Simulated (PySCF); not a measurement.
From one molecule to another.

First species: C6H8OSi.
Z-matrix (Å and degrees, GFN2-xTB geometry), rows numbered from 1:
```
Si
O   1  1.6250
C   2  1.3484  1  134.24
C   3  1.3925  2  118.01  1  -179.38
C   4  1.3818  3  120.05  2   180.00
C   5  1.3850  4  120.36  3     0.08
C   6  1.3842  5  119.62  4    -0.02
C   7  1.3829  6  120.42  5    -0.07
H   1  1.4649  2  111.14  3   -61.19
H   1  1.4532  2   98.95  3   179.59
H   1  1.4650  2  111.04  3    60.15
H   4  1.0792  3  118.81  2     0.01
H   5  1.0799  4  119.57  3  -179.92
H   6  1.0794  5  120.18  4   180.00
H   7  1.0801  6  120.08  5   179.84
H   8  1.0798  3  119.05  2    -0.01
```

Second species: C7H4FNO.
SMILES: `c1(c(c(C#N)ccc1)F)O`

Levels: PBE0/def2-SVPD for dipole moment, HOMO energy, LUMO energy, HOMO–LUMO gap, static isotropic polarisability and electronic spatial extent ⟨r²⟩ about the centre of nuclear charge; TDDFT PBE0/def2-SVPD for lowest singlet excitation; TDA PBE0/def2-SVPD for lowest triplet excitation (Tamm–Dancoff); GFN2-xTB for rotational constant A and rotational constant C. Geometries: GFN2-xTB. All species are isolated and taken at one optimised geometry, non-relativistic unless stated. Electronic properties by PySCF.

Dipoles, sizes and rotational constants follow the conformer. The torsions of the flexible species, by atom-mapped SMILES:
- `[SiH3:1][O:2][c:3]1[cH:4][cH:5][cH:6][cH:7][cH:8]1`: Si1–O2–C3–C4 -179°
- `[N:1]#[C:2][c:3]1[cH:4][cH:5][cH:6][c:7]([OH:8])[c:9]1[F:10]`: H–O8–C7–C6 180°

Values for the first species:

* Dipole moment: 0.62 D
* HOMO energy: -6.72 eV
* LUMO energy: -0.31 eV
* HOMO–LUMO gap: 6.41 eV
* Lowest singlet excitation: 5.28 eV
* Lowest triplet excitation (Tamm–Dancoff): 4.09 eV
* Static isotropic polarisability: 97.1 au
* Electronic spatial extent ⟨r²⟩ about the centre of nuclear charge: 1318 bohr²
* Rotational constant A: 5.029 GHz
* Rotational constant C: 0.860 GHz

Task: Estimate the same properties for the second species, and the change in each.

Result: 
```tsv
property	first	second	second less first
dipole moment	0.62 D	4.17 D	+3.55 D
HOMO energy	-6.72 eV	-7.49 eV	-0.77 eV
LUMO energy	-0.31 eV	-1.83 eV	-1.52 eV
HOMO–LUMO gap	6.41 eV	5.66 eV	-0.75 eV
lowest singlet excitation	5.28 eV	4.78 eV	-0.50 eV
lowest triplet excitation (Tamm–Dancoff)	4.09 eV	3.63 eV	-0.46 eV
static isotropic polarisability	97.1 au	89.6 au	-7.5 au
electronic spatial extent ⟨r²⟩ about the centre of nuclear charge	1318 bohr²	1330 bohr²	+12 bohr²
rotational constant A	5.029 GHz	2.263 GHz	-2.766 GHz
rotational constant C	0.860 GHz	0.791 GHz	-0.069 GHz
```

On the first: The vertical singlet–triplet gap S1 − T1 is 1.19 eV (TDDFT singlet less Tamm–Dancoff triplet; S1: HOMO→LUMO, weight 0.77; T1: HOMO→LUMO+1, weight 0.60, beside HOMO−1→LUMO, weight 0.31). In atomic units the dipole is 0.24 e·bohr (1 au = 2.5417 D).

On the second: The vertical singlet–triplet gap S1 − T1 is 1.15 eV (TDDFT singlet less Tamm–Dancoff triplet; S1: HOMO→LUMO, weight 0.82; T1: HOMO→LUMO, weight 0.67). No computed singlet falls in the visible range (750 to 380 nm, 1.65 to 3.26 eV); S1 lies 1.52 eV above its blue end.
